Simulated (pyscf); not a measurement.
# F–GeH(F)–Ge(F)(F)–F (SMILES [F][GeH]([F])[Ge]([F])([F])[F]), singlet

Gas-phase minimum from PySCF at ωB97X-D3(BJ)/def2-SVP, one conformer. 

```xyz
8

F      1.2739     2.1621    -1.9206
Ge     1.3665     1.1921    -0.4949
F      1.6960     2.2799     0.8049
Ge    -0.8651     0.3742    -0.1367
F     -2.0228     1.6281     0.0469
F     -0.9860    -0.6158     1.2644
F     -1.3964    -0.6018    -1.4491
H      2.5077     0.1922    -0.6274
```

Bonded distances (Å): F1–Ge2 1.727, Ge2–F3 1.727, Ge2–Ge4 2.404, Ge2–H8 1.523, Ge4–F5 1.716, Ge4–F6 1.720, Ge4–F7 1.720. Angles (°): F1–Ge2–F3 106.1, F1–Ge2–Ge4 105.3, F1–Ge2–H8 109.7, F3–Ge2–Ge4 106.2, F3–Ge2–H8 109.6, Ge4–Ge2–H8 119.0, Ge2–Ge4–F5 113.2, Ge2–Ge4–F6 112.5, Ge2–Ge4–F7 111.5, F5–Ge4–F6 106.6, F5–Ge4–F7 106.7, F6–Ge4–F7 105.9.

Properties at ωB97X-D3(BJ)/def2-SVP:

| Item | Value |
|---|---|
| Harmonic wavenumbers, unscaled | 19, 74, 88, 148, 164, 221, 233, 238, 245, 342, 699, 741, 744, 755, 760, 773, 777, 2263 cm⁻¹ |
| Zero-point energy | 13.3 kcal/mol |
| Rotational symmetry number | 1 |
| Entropy of this conformer at 298 K and 1 atm, rigid rotor and harmonic oscillator, modes under 100 cm⁻¹ raised to 100 | 410.6 J/(mol K) |
| Dipole moment | 2.84 D |

Single-point totals, which compare only within one level:

```csv
level,total energy (hartree)
ωB97X-D3(BJ)/def2-TZVP,-4654.19070
PBE/def2-TZVP,-4653.16400
r²SCAN/def2-TZVP,-4654.04663
B3LYP-D3(BJ)/def2-TZVP,-4654.35834
PBE0-D3(BJ)/def2-TZVP,-4653.26635
M06-2X/def2-TZVP,-4654.11769
ωB97M-D3(BJ)/def2-TZVP,-4654.38139
```

The lowest mode is so soft that the shape along it may change with the basis. Soft torsions are taken as harmonic, which can shift the entropy by several J/(mol K). Elements up to Kr have no core potential and no relativistic terms here.
